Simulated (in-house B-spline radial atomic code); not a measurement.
Results of a calculation; reference values are marked as such.
neutral rhenium at several levels of theory

Ground configuration [Xe] 4f14 5d5 6s2. All numbers come from an all-electron radial atomic-structure program (B-spline basis), all electrons, at the radial basis limit. Mean-field, RPA, GW and linear-response runs are scalar-relativistic (one-electron X2C), no spin-orbit coupling, without Breit or QED terms, open shells spin-polarised at highest spin.

Without the two-electron picture change, the correlation of inner shells comes somewhat too large for so heavy an element.

**Ionisation energy.** The reference is 7.834 eV (NIST, measured).

```tsv
method	value (eV)	minus reference (eV)
minus the highest LDA VWN5 level	5.15	-2.68
LDA VWN5, difference of total energies	8.13	+0.30
minus the highest PBE level	4.80	-3.03
PBE, difference of total energies	7.65	-0.19
G0W0 on PBE	7.87	+0.04
exact exchange + RPA on PBE	8.13	+0.29
exact exchange + RPA + SOSEX on PBE	7.66	-0.18
minus the highest r2SCAN level	4.90	-2.93
r2SCAN, difference of total energies	7.26	-0.57
minus the highest PBE0 level	5.38	-2.46
PBE0, difference of total energies	7.40	-0.43
G0W0 on PBE0	7.83	-0.01
minus the highest B3LYP (VWN-RPA) level	5.58	-2.26
B3LYP (VWN-RPA), difference of total energies	8.01	+0.18
minus the highest CAM-B3LYP level	6.72	-1.12
minus the highest LC-wPBE level	7.32	-0.51
minus the highest Hartree-Fock level	6.09	-1.75
Hartree-Fock, difference of total energies	5.93	-1.91
G0W0 on Hartree-Fock	7.44	-0.39
MP2, difference of total energies	7.78	-0.05
```

Which methods come closest, and which lies farthest off?

Closest: G0W0 on PBE0 (-0.01 eV) and G0W0 on PBE (+0.04 eV). Farthest: minus the highest PBE level (-3.03 eV). The PBE level misses by -3.0 eV while the PBE energy difference misses by -0.19 eV: the semilocal potential lacks the −1/r tail and the energy is convex in the electron number, but total energies at whole numbers are far better.
